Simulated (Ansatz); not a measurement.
Mulliken charges of CH₄INOSi, SMILES `N=C(I)O[SiH3]` from ωB97M-V/def2-TZVPP in Ansatz (PBE0-D4/def2-TZVP geometry).

```
atom   x (Å)   y (Å)   z (Å)  charge (e)
  N1   1.094   1.458  -0.370      -0.239
  C2   1.015   0.295  -0.821       0.150
  I3   2.336  -0.300  -2.348       0.036
  O4   0.198  -0.709  -0.497      -0.312
 Si5  -0.999  -0.622   0.677       0.248
  H6   0.418   1.660   0.367       0.120
  H7  -1.622  -1.959   0.667       0.000
  H8  -1.969   0.441   0.316      -0.001
  H9  -0.383  -0.311   1.990      -0.002
```

Q: By hand: the dipole of these point charges (1 e Å = 4.8032 D).

A: Σ q r = (-0.282, -0.049, 0.243) e Å, of length 0.375 e Å = 1.80 D.

Q: How does the dipole of the full density compare? (An estimate is asked.)

A: Ansatz gave: (-0.468, -0.201, 0.354) e Å, 2.98 D; the point charges give 0.60 times that, at 12° from its direction.

Point charges leave out the atoms' own dipoles, such as those of lone pairs, and Mulliken's split depends on the basis, so the two needn't agree.
